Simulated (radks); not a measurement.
Task: The mean radii <r> (bohr) of the occupied orbitals of an atom or ion are listed with their occupations. All-electron calculation, non-relativistic Kohn-Sham, LDA (Slater exchange, VWN5 correlation), spin-unpolarised, spherical densities, point nucleus. Program: a radial shooting solver on a logarithmic mesh with Libxc functionals.

orbital  occ.     <r>
1s          2  0.2722
2s          2   1.367

Name the element and its charge.

Result: Z = 6, carbon, charge +2: C2+ in [He] 2s2. The 1s radius gives Z: for a bare nucleus <r> = 1.5/Z, 0.25 bohr for Z = 6, and screening makes it slightly larger (0.2722 here). The occupations add up to 4, and the charge is Z minus that.
